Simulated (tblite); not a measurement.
A geometry optimisation, step by step.

Compound: C₅H₆F₂O₂.
SMILES with atom numbers: `[O:1]=[C:2]1[CH2:3][O:4][C@@H:5]1[C@H:6]([F:7])[CH2:8][F:9]` (hydrogens: H10, H11 on C3; H12 on C5; H13 on C6; H14, H15 on C8)

Computed with GFN2-xTB (tblite), gas phase: L-BFGS steps from a force-field or distance-geometry start until the largest atomic force falls under 0.01 eV/Å. 12 of its 54 geometries are shown.

Step 0: E = -852.1075 eV, largest atomic force 2.461 eV/Å
```
atom  x, y, z in Å  |  force x, y, z in eV/Å
O1     -1.154    0.884    1.697   -0.135  -0.726  -1.937
C2     -1.218    0.429    0.569   -0.030   0.424   2.424
C3     -2.233   -0.348   -0.237    0.468   0.708  -0.458
O4     -1.309   -0.324   -1.356    0.042   0.020   0.436
C5     -0.264    0.360   -0.599   -1.442  -0.041  -0.733
C6      0.972   -0.489   -0.426    0.305   0.518   0.327
F7      0.631   -1.663    0.169   -0.048  -0.432   0.194
C8      1.994    0.230    0.456    0.043  -0.317   0.385
F9      2.423    1.343   -0.186    0.146   0.328  -0.153
H10    -3.161    0.207   -0.461    0.229  -0.241   0.060
H11    -2.454   -1.357    0.111    0.041   0.011   0.002
H12    -0.074    1.341   -1.052    0.347  -0.107   0.049
H13     1.417   -0.719   -1.386    0.076  -0.171  -0.452
H14     2.859   -0.414    0.638    0.066  -0.029  -0.060
H15     1.566    0.528    1.420   -0.108   0.056  -0.085
```

Step 5: E = -852.2042 eV, largest atomic force 0.111 eV/Å
```
atom  x, y, z in Å  |  force x, y, z in eV/Å
O1     -1.157    0.878    1.689   -0.011  -0.027   0.068
C2     -1.223    0.420    0.593    0.004   0.008  -0.082
C3     -2.226   -0.334   -0.242   -0.015   0.041  -0.008
O4     -1.318   -0.327   -1.349    0.004   0.060   0.014
C5     -0.298    0.359   -0.615    0.033  -0.027   0.014
C6      0.971   -0.478   -0.424    0.036  -0.003   0.013
F7      0.635   -1.670    0.173    0.041   0.009   0.015
C8      1.997    0.229    0.464   -0.032  -0.015  -0.019
F9      2.430    1.352   -0.185    0.046   0.027   0.044
H10    -3.153    0.198   -0.460   -0.060   0.018  -0.002
H11    -2.449   -1.344    0.106   -0.007  -0.076   0.028
H12    -0.051    1.333   -1.052    0.090  -0.064  -0.009
H13     1.413   -0.726   -1.398   -0.069  -0.010  -0.015
H14     2.866   -0.417    0.635   -0.041   0.033  -0.020
H15     1.558    0.535    1.420   -0.019   0.026  -0.042
```

Step 10: E = -852.2097 eV, largest atomic force 0.038 eV/Å
```
atom  x, y, z in Å  |  force x, y, z in eV/Å
O1     -1.159    0.866    1.695    0.008  -0.007   0.021
C2     -1.226    0.422    0.593   -0.009  -0.021   0.001
C3     -2.231   -0.330   -0.243    0.012   0.021  -0.012
O4     -1.322   -0.315   -1.351   -0.018   0.002  -0.017
C5     -0.297    0.355   -0.611   -0.002   0.004  -0.002
C6      0.972   -0.480   -0.424   -0.008  -0.008  -0.003
F7      0.650   -1.672    0.182    0.030  -0.002   0.023
C8      1.995    0.234    0.460    0.000  -0.003  -0.010
F9      2.442    1.360   -0.174   -0.013   0.005  -0.035
H10    -3.164    0.197   -0.459    0.007  -0.018   0.011
H11    -2.446   -1.345    0.107    0.006   0.030  -0.016
H12    -0.021    1.318   -1.055   -0.005   0.023   0.005
H13     1.395   -0.731   -1.406    0.002  -0.010   0.008
H14     2.860   -0.413    0.632    0.006  -0.009   0.029
H15     1.548    0.543    1.410   -0.015  -0.007  -0.003
```

Step 14: E = -852.2105 eV, largest atomic force 0.028 eV/Å
```
atom  x, y, z in Å  |  force x, y, z in eV/Å
O1     -1.158    0.859    1.698    0.002  -0.019  -0.008
C2     -1.226    0.420    0.593    0.021   0.009   0.001
C3     -2.231   -0.326   -0.246   -0.010  -0.003   0.010
O4     -1.324   -0.309   -1.354    0.003   0.016   0.005
C5     -0.296    0.355   -0.611    0.002  -0.010  -0.003
C6      0.972   -0.483   -0.424    0.009   0.006   0.000
F7      0.659   -1.673    0.189   -0.012   0.013  -0.003
C8      1.995    0.236    0.457   -0.005   0.000   0.009
F9      2.441    1.360   -0.180   -0.007  -0.026  -0.006
H10    -3.167    0.195   -0.457   -0.008   0.021  -0.009
H11    -2.444   -1.340    0.104    0.009  -0.019  -0.009
H12    -0.018    1.319   -1.053   -0.005  -0.010   0.025
H13     1.392   -0.734   -1.406    0.005  -0.018   0.001
H14     2.858   -0.413    0.638    0.001   0.019  -0.007
H15     1.543    0.542    1.406   -0.006   0.021  -0.007
```

Step 19: E = -852.2112 eV, largest atomic force 0.035 eV/Å
```
atom  x, y, z in Å  |  force x, y, z in eV/Å
O1     -1.152    0.847    1.702    0.008   0.006   0.029
C2     -1.223    0.416    0.594   -0.016  -0.031   0.005
C3     -2.233   -0.323   -0.247    0.019   0.004  -0.018
O4     -1.326   -0.299   -1.357   -0.005  -0.016  -0.013
C5     -0.295    0.353   -0.610   -0.001   0.004   0.001
C6      0.973   -0.486   -0.424   -0.018  -0.014   0.008
F7      0.660   -1.673    0.197   -0.026  -0.018  -0.005
C8      1.992    0.237    0.456   -0.002   0.004  -0.019
F9      2.438    1.355   -0.191    0.012   0.031  -0.009
H10    -3.170    0.199   -0.457    0.023  -0.010   0.012
H11    -2.439   -1.341    0.096   -0.015   0.013  -0.010
H12    -0.016    1.321   -1.042    0.018   0.014  -0.003
H13     1.393   -0.746   -1.405   -0.004   0.005   0.023
H14     2.857   -0.406    0.643   -0.003  -0.004   0.010
H15     1.535    0.552    1.400    0.010   0.013  -0.011
```

Step 24: E = -852.2121 eV, largest atomic force 0.029 eV/Å
```
atom  x, y, z in Å  |  force x, y, z in eV/Å
O1     -1.146    0.830    1.709   -0.010  -0.023  -0.015
C2     -1.220    0.407    0.598    0.005   0.012  -0.002
C3     -2.231   -0.320   -0.251   -0.004  -0.014   0.011
O4     -1.326   -0.289   -1.361    0.013   0.006   0.013
C5     -0.293    0.352   -0.608    0.003   0.013   0.005
C6      0.970   -0.492   -0.422    0.008   0.012   0.000
F7      0.652   -1.676    0.203    0.004   0.017   0.009
C8      1.990    0.242    0.451    0.004   0.002   0.014
F9      2.437    1.354   -0.206   -0.009  -0.022  -0.013
H10    -3.168    0.204   -0.453    0.003   0.008   0.002
H11    -2.439   -1.341    0.084   -0.018  -0.013  -0.006
H12    -0.008    1.323   -1.029    0.005  -0.003  -0.011
H13     1.393   -0.758   -1.398   -0.007   0.001  -0.016
H14     2.855   -0.398    0.651   -0.001  -0.007  -0.002
H15     1.530    0.569    1.389    0.004   0.011   0.013
```

Step 29: E = -852.2127 eV, largest atomic force 0.020 eV/Å
```
atom  x, y, z in Å  |  force x, y, z in eV/Å
O1     -1.144    0.813    1.714   -0.001   0.000   0.013
C2     -1.218    0.401    0.600   -0.004  -0.008   0.005
C3     -2.230   -0.322   -0.253   -0.002   0.003  -0.007
O4     -1.324   -0.283   -1.362   -0.006  -0.007  -0.006
C5     -0.291    0.355   -0.606   -0.007  -0.005  -0.002
C6      0.969   -0.493   -0.419   -0.006   0.002   0.006
F7      0.648   -1.673    0.211    0.005   0.001   0.009
C8      1.989    0.245    0.451    0.001  -0.001  -0.008
F9      2.436    1.349   -0.221    0.020  -0.001   0.001
H10    -3.164    0.209   -0.450    0.001   0.009  -0.007
H11    -2.446   -1.344    0.073    0.007  -0.001  -0.004
H12    -0.001    1.325   -1.026   -0.012  -0.002  -0.004
H13     1.389   -0.763   -1.396   -0.004   0.012   0.011
H14     2.853   -0.395    0.656    0.000   0.002   0.000
H15     1.530    0.584    1.385    0.010  -0.003  -0.006
```

Step 34: E = -852.2130 eV, largest atomic force 0.016 eV/Å
```
atom  x, y, z in Å  |  force x, y, z in eV/Å
O1     -1.145    0.801    1.720   -0.003  -0.009  -0.011
C2     -1.220    0.396    0.602   -0.007   0.005  -0.006
C3     -2.231   -0.323   -0.255   -0.004   0.003   0.002
O4     -1.324   -0.282   -1.363    0.002   0.001   0.007
C5     -0.293    0.356   -0.605    0.004   0.000   0.007
C6      0.967   -0.491   -0.416    0.010   0.002  -0.002
F7      0.648   -1.669    0.219    0.001   0.003  -0.004
C8      1.990    0.247    0.449    0.011   0.006   0.004
F9      2.443    1.345   -0.229    0.007   0.006   0.001
H10    -3.161    0.215   -0.451   -0.006  -0.012  -0.002
H11    -2.448   -1.346    0.065   -0.013   0.009   0.001
H12    -0.004    1.325   -1.026   -0.009   0.003   0.012
H13     1.385   -0.762   -1.393    0.003  -0.014  -0.006
H14     2.852   -0.395    0.658    0.002  -0.015  -0.004
H15     1.534    0.591    1.382    0.002   0.013   0.001
```

Step 39: E = -852.2134 eV, largest atomic force 0.022 eV/Å
```
atom  x, y, z in Å  |  force x, y, z in eV/Å
O1     -1.147    0.781    1.726   -0.010   0.013   0.013
C2     -1.224    0.389    0.604    0.006  -0.012   0.010
C3     -2.234   -0.322   -0.259   -0.003  -0.005  -0.006
O4     -1.323   -0.281   -1.364    0.003  -0.005  -0.005
C5     -0.294    0.356   -0.601   -0.004   0.003  -0.006
C6      0.968   -0.488   -0.412   -0.008   0.000  -0.007
F7      0.650   -1.663    0.230    0.008   0.000   0.002
C8      1.997    0.251    0.446   -0.011  -0.009  -0.009
F9      2.459    1.340   -0.241    0.004  -0.013   0.001
H10    -3.162    0.219   -0.456   -0.009   0.003  -0.012
H11    -2.458   -1.345    0.054   -0.008  -0.006   0.013
H12    -0.011    1.328   -1.018    0.014   0.013   0.010
H13     1.381   -0.767   -1.389    0.007   0.005   0.001
H14     2.851   -0.399    0.659   -0.003   0.016   0.003
H15     1.542    0.609    1.375    0.012  -0.004  -0.007
```

Step 43: E = -852.2136 eV, largest atomic force 0.014 eV/Å
```
atom  x, y, z in Å  |  force x, y, z in eV/Å
O1     -1.150    0.776    1.728   -0.008   0.001  -0.008
C2     -1.225    0.386    0.606   -0.011   0.007  -0.004
C3     -2.236   -0.323   -0.261    0.001   0.000   0.004
O4     -1.323   -0.282   -1.364   -0.004   0.005   0.005
C5     -0.295    0.356   -0.599    0.001  -0.003   0.010
C6      0.968   -0.487   -0.411    0.005  -0.002   0.004
F7      0.652   -1.660    0.234    0.000  -0.004  -0.004
C8      1.998    0.252    0.444    0.008   0.005   0.001
F9      2.466    1.337   -0.245    0.000   0.002  -0.014
H10    -3.164    0.220   -0.460    0.012  -0.003  -0.003
H11    -2.464   -1.345    0.053    0.000   0.002  -0.002
H12    -0.012    1.331   -1.013    0.002  -0.008   0.011
H13     1.381   -0.768   -1.388   -0.002   0.006  -0.003
H14     2.851   -0.399    0.660    0.004  -0.005   0.001
H15     1.548    0.615    1.373   -0.007  -0.002   0.001
```

Step 48: E = -852.2138 eV, largest atomic force 0.016 eV/Å
```
atom  x, y, z in Å  |  force x, y, z in eV/Å
O1     -1.158    0.770    1.731   -0.009   0.008   0.004
C2     -1.230    0.383    0.608    0.011  -0.005   0.008
C3     -2.238   -0.323   -0.263   -0.002   0.003  -0.004
O4     -1.322   -0.281   -1.363    0.015  -0.005   0.003
C5     -0.296    0.355   -0.594    0.003   0.001   0.003
C6      0.969   -0.487   -0.409   -0.004  -0.001   0.000
F7      0.655   -1.660    0.237    0.008  -0.007  -0.003
C8      2.003    0.254    0.441   -0.006  -0.009   0.000
F9      2.474    1.332   -0.256   -0.009  -0.010   0.008
H10    -3.163    0.222   -0.466   -0.015   0.006   0.002
H11    -2.470   -1.345    0.050    0.007   0.000  -0.009
H12    -0.012    1.332   -1.002   -0.003   0.001  -0.004
H13     1.379   -0.767   -1.387   -0.006   0.001   0.000
H14     2.852   -0.400    0.661    0.001   0.005  -0.003
H15     1.552    0.622    1.368    0.008   0.011  -0.006
```

Step 53: E = -852.2139 eV, largest atomic force 0.009 eV/Å
```
atom  x, y, z in Å  |  force x, y, z in eV/Å
O1     -1.168    0.767    1.735   -0.001   0.003   0.002
C2     -1.234    0.379    0.611   -0.006   0.004  -0.002
C3     -2.240   -0.323   -0.265    0.001  -0.001   0.001
O4     -1.318   -0.281   -1.361   -0.008   0.004  -0.002
C5     -0.296    0.354   -0.587   -0.002  -0.001  -0.001
C6      0.970   -0.488   -0.406    0.001  -0.003   0.000
F7      0.660   -1.662    0.240    0.002  -0.003  -0.001
C8      2.006    0.255    0.439    0.001   0.003   0.000
F9      2.479    1.326   -0.266    0.002   0.004  -0.002
H10    -3.163    0.225   -0.471    0.005  -0.002   0.002
H11    -2.474   -1.345    0.043   -0.001  -0.002  -0.005
H12    -0.013    1.332   -0.992    0.000   0.000   0.000
H13     1.375   -0.765   -1.387    0.001  -0.005  -0.001
H14     2.854   -0.400    0.662    0.000   0.000   0.002
H15     1.557    0.633    1.363    0.006   0.000   0.006
```

Task: Summarise the path.

Result: The energy falls by 0.1064 eV from step 0 to step 53; nine tenths of that is first reached at step 5. It falls at every step. The largest force goes from 2.461 to 0.009 eV/Å. Among the bonds O4–C5 changes most, from 1.461 to 1.431 Å; the atoms move by 0.070 Å rms after alignment.

Task: Follow the three bonds and two angles with the largest change from start to end.

Result: 
```json
{"step": "0", "E above end (eV)": "0.1064", "largest force (eV/Å)": "2.461", "O4–C5 (Å)": "1.461", "O1=C2 (Å)": "1.218", "C5–C6 (Å)": "1.510", "C6–C5–H12 (°)": "114.1", "O4–C5–H12 (°)": "109.2"}
{"step": "2", "E above end (eV)": "0.0187", "largest force (eV/Å)": "0.359", "O4–C5 (Å)": "1.429", "O1=C2 (Å)": "1.193", "C5–C6 (Å)": "1.533", "C6–C5–H12 (°)": "111.6", "O4–C5–H12 (°)": "111.6"}
{"step": "5", "E above end (eV)": "0.0098", "largest force (eV/Å)": "0.111", "O4–C5 (Å)": "1.432", "O1=C2 (Å)": "1.190", "C5–C6 (Å)": "1.532", "C6–C5–H12 (°)": "110.4", "O4–C5–H12 (°)": "112.4"}
{"step": "7", "E above end (eV)": "0.0060", "largest force (eV/Å)": "0.111", "O4–C5 (Å)": "1.432", "O1=C2 (Å)": "1.192", "C5–C6 (Å)": "1.530", "C6–C5–H12 (°)": "109.1", "O4–C5–H12 (°)": "112.8"}
{"step": "9", "E above end (eV)": "0.0046", "largest force (eV/Å)": "0.054", "O4–C5 (Å)": "1.431", "O1=C2 (Å)": "1.191", "C5–C6 (Å)": "1.530", "C6–C5–H12 (°)": "108.7", "O4–C5–H12 (°)": "112.6"}
{"step": "12", "E above end (eV)": "0.0038", "largest force (eV/Å)": "0.033", "O4–C5 (Å)": "1.431", "O1=C2 (Å)": "1.190", "C5–C6 (Å)": "1.531", "C6–C5–H12 (°)": "108.7", "O4–C5–H12 (°)": "112.4"}
{"step": "14", "E above end (eV)": "0.0035", "largest force (eV/Å)": "0.028", "O4–C5 (Å)": "1.431", "O1=C2 (Å)": "1.191", "C5–C6 (Å)": "1.531", "C6–C5–H12 (°)": "108.7", "O4–C5–H12 (°)": "112.4"}
{"step": "16", "E above end (eV)": "0.0032", "largest force (eV/Å)": "0.036", "O4–C5 (Å)": "1.431", "O1=C2 (Å)": "1.191", "C5–C6 (Å)": "1.531", "C6–C5–H12 (°)": "108.6", "O4–C5–H12 (°)": "112.4"}
{"step": "18", "E above end (eV)": "0.0029", "largest force (eV/Å)": "0.041", "O4–C5 (Å)": "1.431", "O1=C2 (Å)": "1.191", "C5–C6 (Å)": "1.531", "C6–C5–H12 (°)": "108.7", "O4–C5–H12 (°)": "112.4"}
{"step": "21", "E above end (eV)": "0.0023", "largest force (eV/Å)": "0.038", "O4–C5 (Å)": "1.431", "O1=C2 (Å)": "1.191", "C5–C6 (Å)": "1.532", "C6–C5–H12 (°)": "108.8", "O4–C5–H12 (°)": "112.4"}
{"step": "23", "E above end (eV)": "0.0019", "largest force (eV/Å)": "0.035", "O4–C5 (Å)": "1.431", "O1=C2 (Å)": "1.191", "C5–C6 (Å)": "1.531", "C6–C5–H12 (°)": "108.7", "O4–C5–H12 (°)": "112.4"}
{"step": "25", "E above end (eV)": "0.0017", "largest force (eV/Å)": "0.025", "O4–C5 (Å)": "1.430", "O1=C2 (Å)": "1.191", "C5–C6 (Å)": "1.531", "C6–C5–H12 (°)": "108.7", "O4–C5–H12 (°)": "112.5"}
{"step": "28", "E above end (eV)": "0.0014", "largest force (eV/Å)": "0.026", "O4–C5 (Å)": "1.430", "O1=C2 (Å)": "1.191", "C5–C6 (Å)": "1.531", "C6–C5–H12 (°)": "108.6", "O4–C5–H12 (°)": "112.6"}
{"step": "30", "E above end (eV)": "0.0012", "largest force (eV/Å)": "0.019", "O4–C5 (Å)": "1.431", "O1=C2 (Å)": "1.191", "C5–C6 (Å)": "1.531", "C6–C5–H12 (°)": "108.6", "O4–C5–H12 (°)": "112.6"}
{"step": "32", "E above end (eV)": "0.0011", "largest force (eV/Å)": "0.030", "O4–C5 (Å)": "1.431", "O1=C2 (Å)": "1.191", "C5–C6 (Å)": "1.531", "C6–C5–H12 (°)": "108.6", "O4–C5–H12 (°)": "112.5"}
{"step": "35", "E above end (eV)": "0.0009", "largest force (eV/Å)": "0.017", "O4–C5 (Å)": "1.430", "O1=C2 (Å)": "1.191", "C5–C6 (Å)": "1.531", "C6–C5–H12 (°)": "108.7", "O4–C5–H12 (°)": "112.4"}
{"step": "37", "E above end (eV)": "0.0008", "largest force (eV/Å)": "0.034", "O4–C5 (Å)": "1.430", "O1=C2 (Å)": "1.190", "C5–C6 (Å)": "1.531", "C6–C5–H12 (°)": "108.7", "O4–C5–H12 (°)": "112.3"}
{"step": "39", "E above end (eV)": "0.0006", "largest force (eV/Å)": "0.022", "O4–C5 (Å)": "1.431", "O1=C2 (Å)": "1.191", "C5–C6 (Å)": "1.531", "C6–C5–H12 (°)": "108.8", "O4–C5–H12 (°)": "112.2"}
{"step": "41", "E above end (eV)": "0.0005", "largest force (eV/Å)": "0.018", "O4–C5 (Å)": "1.431", "O1=C2 (Å)": "1.191", "C5–C6 (Å)": "1.531", "C6–C5–H12 (°)": "108.9", "O4–C5–H12 (°)": "112.3"}
{"step": "44", "E above end (eV)": "0.0003", "largest force (eV/Å)": "0.015", "O4–C5 (Å)": "1.431", "O1=C2 (Å)": "1.191", "C5–C6 (Å)": "1.531", "C6–C5–H12 (°)": "108.8", "O4–C5–H12 (°)": "112.4"}
{"step": "46", "E above end (eV)": "0.0003", "largest force (eV/Å)": "0.021", "O4–C5 (Å)": "1.431", "O1=C2 (Å)": "1.191", "C5–C6 (Å)": "1.531", "C6–C5–H12 (°)": "108.8", "O4–C5–H12 (°)": "112.4"}
{"step": "48", "E above end (eV)": "0.0002", "largest force (eV/Å)": "0.016", "O4–C5 (Å)": "1.431", "O1=C2 (Å)": "1.191", "C5–C6 (Å)": "1.531", "C6–C5–H12 (°)": "108.7", "O4–C5–H12 (°)": "112.4"}
{"step": "51", "E above end (eV)": "0.0000", "largest force (eV/Å)": "0.014", "O4–C5 (Å)": "1.431", "O1=C2 (Å)": "1.191", "C5–C6 (Å)": "1.530", "C6–C5–H12 (°)": "108.7", "O4–C5–H12 (°)": "112.4"}
{"step": "53", "E above end (eV)": "0.0000", "largest force (eV/Å)": "0.009", "O4–C5 (Å)": "1.431", "O1=C2 (Å)": "1.191", "C5–C6 (Å)": "1.530", "C6–C5–H12 (°)": "108.7", "O4–C5–H12 (°)": "112.4"}
```

What follows is the cost of the whole relaxation. Hardware: one thread of an Arm Neoverse V2, shared host with 48 logical CPUs at a one-minute load of 8.0. Cost: 0.2 s wall.
